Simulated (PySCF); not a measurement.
Compound: Ga(H2S)H3.
Structure used (PBE0-D3(BJ)/def2-SVP), in Å, numbered top down from 1:
```xyz
7
GaH5S angstrom
Ga     0.1251   -0.2116   -1.1167
S      0.1436   -0.2441    1.5152
H      0.5231    1.0384    1.7061
H     -1.1627    0.0427    1.7057
H      1.6937   -0.2001   -1.2636
H     -0.6645    1.1450   -1.2814
H     -0.6582   -1.5702   -1.2654
```

The calculation used PySCF 2.14.0, density-fitted response routines, TDDFT PBE0/def2-SVPD, vertical, gas phase, core orbitals frozen in the response. Relativistic effects, spin–orbit coupling among them, are left out although an element past zinc is present.

Transition dipole moments from the ground state, in atomic units and in the frame of the coordinates above (overall signs are arbitrary), for the states with f of 0.002 or more among the lowest 8:

```tsv
state	E (eV)	μx	μy	μz
S1	6.055	0.058	-0.097	-0.040
S2	6.146	-0.112	-0.068	-0.001
S4	6.494	-0.041	0.066	-0.241
S5	6.605	0.234	-0.390	0.025
S6	6.678	-0.391	-0.235	0.000
S7	6.748	-0.157	-0.094	0.001
S8	6.985	0.101	-0.172	0.843
```

**Question.** What oscillator strength does each state have?

**Answer.** f = (2/3) ΔE |μ|² with ΔE in hartree (27.2114 eV).

```tsv
state	|μ|² (au)	|μ| (D)	f
S1	0.014	0.30	0.002
S2	0.017	0.33	0.003
S4	0.064	0.64	0.010
S5	0.207	1.16	0.034
S6	0.208	1.16	0.034
S7	0.034	0.47	0.006
S8	0.751	2.20	0.129
```

**Question.** What is the point group, and which symmetry does each of these states have?

**Answer.** Cs. The ground state is totally symmetric, so the direction of μ fixes the label. Polarised normal to the mirror plane, so A″: S2, S6 and S7. Polarised in the mirror plane, so A′: S1, S4, S5 and S8.

**Question.** What angle do the transition dipoles of S4 and S6 make?

**Answer.** |cos θ| = |μa·μb| / (|μa| |μb|) = 0.00, so θ ≈ 90° (taken between 0 and 90°, since the signs are arbitrary).

**Question.** How is the summed strength of these states shared among x, y and z?

**Answer.** (2/3) Σ ΔE μα² gives 0.042 for x, 0.043 for y and 0.131 for z, 0.217 in all.

On Arm Neoverse V2, one thread, shared host, this took 4.8 s wall.
